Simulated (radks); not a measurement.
Trend from Li to Ne: ionisation energy by Delta-SCF between NIST ground configurations, and size. Method: non-relativistic Kohn-Sham, r2SCAN, spin-polarised, spherical densities, point nucleus; open shells are filled with parallel spins first; meta-GGA in the generalised Kohn-Sham scheme; computed with a radial shooting solver on a logarithmic mesh with Libxc functionals.

| species | configuration | configuration of the ion | IE (eV) | NIST (eV) | kind | -e(HOMO) (eV) | outermost | <r> outermost (bohr) |
|---|---|---|---|---|---|---|---|---|
| Li | [He] 2s1 | [He] | 5.394 | 5.392 | exp. | 3.265 (2s) | 2s | 3.81 |
| Be | [He] 2s2 | [He] 2s1 | 8.791 | 9.323 | exp. | 5.746 (2s) | 2s | 2.62 |
| B | [He] 2s2 2p1 | [He] 2s2 | 8.308 | 8.298 | exp. | 4.031 (2p) | 2p | 2.24 |
| C | [He] 2s2 2p2 | [He] 2s2 2p1 | 11.868 | 11.260 | exp. | 6.386 (2p) | 2p | 1.73 |
| N | [He] 2s2 2p3 | [He] 2s2 2p2 | 15.476 | 14.534 | exp. | 8.896 (2p) | 2p | 1.41 |
| O | [He] 2s2 2p4 | [He] 2s2 2p3 | 12.894 | 13.618 | exp. | 6.792 (2p) | 2p | 1.35 |
| F | [He] 2s2 2p5 | [He] 2s2 2p4 | 17.763 | 17.423 | exp. | 10.367 (2p) | 2p | 1.13 |
| Ne | [Ne] | [He] 2s2 2p5 | 22.502 | 21.565 | exp. | 13.982 (2p) | 2p | 0.974 |

Reference values: NIST Atomic Spectra Database (exp. = measured, semi-emp. = semi-empirical, theory = theoretical value adopted there). Open shells are spherical and high-spin; term and fine-structure splittings are not resolved.
